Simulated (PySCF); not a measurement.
A calculated (M06-2X, PySCF 2.14, aug-cc-pVDZ-DK, the spin-free X2C one-electron Hamiltonian (Gaussian nucleus)) atom or ion has these occupied shells.

```json
{"shell": "1s α", "electrons": "1", "orbital energy (eV)": "-4976.3", "rms radius, mean of both spins (bohr)": "0.0804"}
{"shell": "1s β", "electrons": "1", "orbital energy (eV)": "-4976.3", "rms radius, mean of both spins (bohr)": "0.0804"}
{"shell": "2s α", "electrons": "1", "orbital energy (eV)": "-597.40", "rms radius, mean of both spins (bohr)": "0.351"}
{"shell": "2s β", "electrons": "1", "orbital energy (eV)": "-596.96", "rms radius, mean of both spins (bohr)": "0.351"}
{"shell": "2p α", "electrons": "3", "orbital energy (eV)": "-502.25", "rms radius, mean of both spins (bohr)": "0.320"}
{"shell": "2p β", "electrons": "3", "orbital energy (eV)": "-501.84", "rms radius, mean of both spins (bohr)": "0.320"}
{"shell": "3s α", "electrons": "1", "orbital energy (eV)": "-104.61", "rms radius, mean of both spins (bohr)": "1.07"}
{"shell": "3s β", "electrons": "1", "orbital energy (eV)": "-103.40", "rms radius, mean of both spins (bohr)": "1.07"}
{"shell": "3p α", "electrons": "3", "orbital energy (eV)": "-77.942", "rms radius, mean of both spins (bohr)": "1.16"}
{"shell": "3p β", "electrons": "3", "orbital energy (eV)": "-76.491", "rms radius, mean of both spins (bohr)": "1.16"}
{"shell": "3d α", "electrons": "1", "orbital energy (eV)": "-40.375", "rms radius, mean of both spins (bohr)": "1.37"}
```

Task: Name the element and its charge.

Result: Ti³⁺ (titanium, charge +3), in [Ar] 3d1, 2D determinant.
